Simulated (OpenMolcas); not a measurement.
**Levels of P by method**

```yaml
Program: OpenMolcas
Basis: ANO-RCC-VTZP [5s4p2d1f]
Scalar_Hamiltonian: DKH2, point nucleus
Active_space: 3 electrons in 3 orbitals (3p)
State_averaging: 2S+1 = 4 odd, 1 root; 2S+1 = 2 odd, 8 roots
Spin-orbit_coupling: RASSI with atomic mean-field integrals over the reference wave functions, term energies averaged over their components
```

Methods on the same reference wave functions:
A. CASSCF
B. SS-CASPT2, IPEA 0.25 Eh, imaginary shift 0.1 Eh (closed shells correlated: 2s 2p 3s)
C. XMS-CASPT2, IPEA 0.25 Eh, imaginary shift 0.1 Eh (closed shells correlated: 2s 2p 3s)

Energies in eV above 3s2 3p3 4S* 3/2, the measured ground level; measured values from NIST Handbook of Basic Atomic Spectroscopic Data.

```csv
Level,A,B,C,Measured
3s2 3p3 4S* 3/2,0.0000,0.0000,0.0000,0.0000
3s2 3p3 2D* 3/2,1.9066,1.491,1.427,1.4086
3s2 3p3 2D* 5/2,1.9074,1.492,1.428,1.4105
3s2 3p3 2P* 1/2,3.1525,2.516,2.405,2.3213
3s2 3p3 2P* 3/2,3.1535,2.517,2.406,2.3245
```

Deviations, from unrounded energies. A percentage is the sum of absolute deviations over the sum of measured energies, with the sign that they share, or ± where signs differ.

```tsv
Against measurement	Levels	A	B	C
mean absolute deviation (cm-1)	4	5400	1100	410
other terms of the ground configuration (%)	4	+35.6	+7.4	+2.7
```

C lies closest to measurement on these levels and A furthest from it. The largest miss of C in the table is 3s2 3p3 2P* 1/2, by +670 cm-1. The ranking rests on the paired levels alone, and a cruder setting can come out closer through cancelling errors.

Between B and C the level of the table that moves most is 3s2 3p3 2P* 1/2, by 900 cm-1 (lowest in C, highest in B). Moves below CASPT2's spread within the term are not significant.

The mean deviations of B to C differ by less than CASPT2's widest spread within a term (2100 cm-1), so their order carries little weight.

From A to B the spin-free energies of the other terms of 3s2 3p3 shown, above 4S*, scale by factors of 0.78 to 0.80.

The lowest spin-free term lies below A's lowest term by 0.100 hartree in B, 0.100 hartree in C.

Term energies are means over components that CASPT2 splits; among the terms shown or strongly mixed into the levels shown the widest spread is 2100 cm-1 (3s2 3p3 2D*, C). With the s shell closed, the reference lacks s² → p² mixing. Without dynamic correlation excited terms often stand tens of per cent too high (terms of higher spin than the ground term too low), and those without a measured partner can miss by more than the paired ones (holds for A). Measured partners are found by configuration, term and J. A level has none where our copy of the source lacks it or the pairing is in doubt (some pairs that miss far off the trend of their configuration count as doubtful), and it then counts in no deviation. Levels of configurations outside the active space are missing.

* marks odd parity.
